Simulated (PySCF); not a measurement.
Method: PBE-D3(BJ)/def2-TZVP // B3LYP-D3(BJ)/def2-TZVP in PySCF. Isolated molecules, 0 K electronic values unless said otherwise. 

Reference species (SMILES): `[F][Ge]([F])([F])[F]` (neutral, multiplicity 1).

The dipole moment is 0.00 D.

Changed species: `[GeH4]` (whole molecule; the reference has whole molecule).

Predict the effect on the dipole moment.

the dipole moment hardly moves.
